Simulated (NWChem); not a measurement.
System: SiH2SOCl2; SMILES O[Si](S)(Cl)Cl

Here is an NWChem input.

```
start job
memory heap 200 mb stack 900 mb global 1100 mb
geometry units angstroms noautosym nocenter noautoz
  O      0.172298     0.109541    -1.957014
  Si     0.105822     0.058906    -0.316930
  S      0.265410     2.021407     0.440233
  Cl    -1.640483    -0.891613     0.224242
  Cl     1.660032    -1.002432     0.493353
  H     -0.128726    -0.671273    -2.434663
  H     -0.720308     2.487616    -0.360230
end
basis spherical
  * library 6-31g*
end
dft
  xc hfexch
  iterations 150
end
property
  efieldgrad
end
task dft property
```

The geometry was optimised at PBE0/def2-SVP.

Vzz is the largest principal value of the second derivative of the potential at the nucleus (NWChem prints the opposite sign); η is the asymmetry. Non-relativistic.

Atoms are numbered as in the input.

### Question
What results follow from this input? (Hartree-Fock/6-31G* (spherical d).) Quantities: Vzz O1 (a.u.); η O1; Vzz S3 (a.u.); η S3; Vzz Cl4 (a.u.); η Cl4; Vzz Cl5 (a.u.); η Cl5.

### Answer
```yaml
Vzz O1 (a.u.): 1.411
"η O1": 0.61
Vzz S3 (a.u.): -2.085
"η S3": 0.74
Vzz Cl4 (a.u.): 2.072
"η Cl4": 0.03
Vzz Cl5 (a.u.): 2.102
"η Cl5": 0.06
```
